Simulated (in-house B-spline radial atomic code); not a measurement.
Radial electron density of Zn²⁺, [Ne] 3s2 3p5 3d10 4p1. Level of theory: scalar-relativistic (X2C) B3LYP, spin-polarised, spherical fractional occupations, exact exchange averaged over the configuration, Fermi nucleus of rms radius 3.9283 fm; calculated with a radial B-spline atomic code at the basis-set limit.

One-electron X2C: radii and densities carry no picture-change correction, so inner-shell <1/r> comes out high (for 1s by about 2 % at Z = 33, 5 % at 54, 10 % at 75, 30 % at 118) and <r> low.

Columns: r (bohr), 4πr²n(r) (electrons per bohr), bar.

```
 0.00183   0.9761 #
 0.00224    1.386 #
 0.00274    1.957 ##
 0.00335    2.744 ###
  0.0041    3.826 ####
 0.00502     5.29 ######
 0.00614    7.218 ########
 0.00752    9.733 ##########
  0.0092    12.88 ##############
  0.0113    16.76 ##################
  0.0138    21.11 ######################
  0.0169    25.83 ###########################
  0.0206    30.31 ################################
  0.0253    34.14 ####################################
  0.0309    36.32 ######################################
  0.0378    36.45 ######################################
  0.0463     34.5 ####################################
  0.0566    31.48 #################################
  0.0693    29.15 ###############################
  0.0848     29.5 ###############################
   0.104    33.25 ###################################
   0.127    38.54 #########################################
   0.155    41.78 ############################################
    0.19    39.64 ##########################################
   0.233    32.12 ##################################
   0.285    23.79 #########################
   0.349    19.72 #####################
   0.427    21.05 ######################
   0.522    23.79 #########################
   0.639    23.25 ########################
   0.782    18.47 ###################
   0.957    11.99 #############
    1.17    6.581 #######
    1.43    3.251 ###
    1.75    1.599 ##
    2.15   0.8694 #
    2.63   0.5182 #
    3.21   0.2808 
    3.93   0.1147 
    4.81  0.03165 
    5.89 0.005307 
     7.2 0.0004981 
    8.82 2.196e-05
```

On this grid the curve has 3 maxima, near 0.0378, 0.155, 0.522 bohr.

The 3p up radial function P(r) = rR(r), positive near the nucleus:

```json
{"r (bohr)": "0.00183", "P": "0.001307"}
{"r (bohr)": "0.00274", "P": "0.002722"}
{"r (bohr)": "0.0041", "P": "0.005687"}
{"r (bohr)": "0.00614", "P": "0.01189"}
{"r (bohr)": "0.0092", "P": "0.02467"}
{"r (bohr)": "0.0138", "P": "0.05042"}
{"r (bohr)": "0.0206", "P": "0.09931"}
{"r (bohr)": "0.0309", "P": "0.1882"}
{"r (bohr)": "0.0463", "P": "0.3306"}
{"r (bohr)": "0.0693", "P": "0.5166"}
{"r (bohr)": "0.104", "P": "0.669"}
{"r (bohr)": "0.155", "P": "0.605"}
{"r (bohr)": "0.233", "P": "0.1231"}
{"r (bohr)": "0.349", "P": "-0.6795"}
{"r (bohr)": "0.522", "P": "-1.25"}
{"r (bohr)": "0.782", "P": "-1.115"}
{"r (bohr)": "1.17", "P": "-0.5555"}
{"r (bohr)": "1.75", "P": "-0.1443"}
{"r (bohr)": "2.63", "P": "-0.01533"}
```
